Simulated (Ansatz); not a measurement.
Dissociation curve of HCl (cation, charge +1), doublet.

UKS-PBE = unrestricted PBE/aug-cc-pVDZ run with Ansatz (a first-principles code); UKS-B3LYP = unrestricted B3LYP/aug-cc-pVDZ in Ansatz; FCI = full CI/aug-cc-pVDZ, frozen core run with Ansatz.

Energies relative to the lowest point of each curve between 1.11 and 1.67 Å, where full CI is lowest, in kJ/mol; the last columns give the error against full CI:

| R / Å | UKS-PBE | UKS-B3LYP | FCI | UKS-PBE − FCI | UKS-B3LYP − FCI |
|---|---|---|---|---|---|
| 0.95 | 412.1 | 403.7 | 403.9 | 8.2 | -0.2 |
| 1.04 | 200.0 | 193.8 | 192.1 | 7.9 | 1.7 |
| 1.11 | 102.1 | 97.6 | 95.3 | 6.8 | 2.3 |
| 1.15 | 64.8 | 61.1 | 58.9 | 5.9 | 2.2 |
| 1.20 | 32.5 | 29.9 | 28.0 | 4.6 | 1.9 |
| 1.27 | 7.8 | 6.5 | 5.4 | 2.4 | 1.1 |
| 1.30 | 2.7 | 2.0 | 1.3 | 1.4 | 0.7 |
| 1.34 | 0.0 | 0.0 | 0.0 | 0.0 | 0.0 |
| 1.37 | 0.5 | 1.0 | 1.5 | -1.1 | -0.5 |
| 1.43 | 6.5 | 8.0 | 9.7 | -3.2 | -1.7 |
| 1.49 | 17.6 | 20.1 | 22.9 | -5.3 | -2.8 |
| 1.57 | 37.6 | 41.3 | 45.6 | -7.9 | -4.2 |
| 1.67 | 67.4 | 72.5 | 78.3 | -10.9 | -5.8 |
| 1.80 | 109.0 | 115.7 | 123.1 | -14.2 | -7.4 |
| 1.93 | 149.6 | 157.9 | 166.6 | -17.0 | -8.8 |
| 2.14 | 207.2 | 216.6 | 229.3 | -22.1 | -12.6 |
| 2.34 | 247.1 | 257.7 | 278.7 | -31.6 | -21.1 |
| 2.61 | 279.8 | 293.7 | 330.9 | -51.0 | -37.2 |
| 2.93 | 300.3 | 318.4 | 374.3 | -74.0 | -55.8 |
| 3.33 | 311.1 | 333.9 | 406.2 | -95.0 | -72.2 |
| 3.89 | 312.9 | 340.5 | 423.5 | -110.6 | -83.1 |
| 4.54 | 307.3 | 338.5 | 428.2 | -120.9 | -89.6 |

UKS-PBE is furthest from FCI at 4.54 (-120.9 kJ/mol, below); its mean absolute error over the points is 27.4 kJ/mol.

UKS-B3LYP is furthest from FCI at 4.54 (-89.6 kJ/mol, below); its mean absolute error over the points is 18.8 kJ/mol.

The unrestricted determinant behind UKS-PBE, UKS-B3LYP is spin-contaminated at 2.34 to 4.54 Å (<S²> up to 1.3, against 0.75 for a pure doublet).
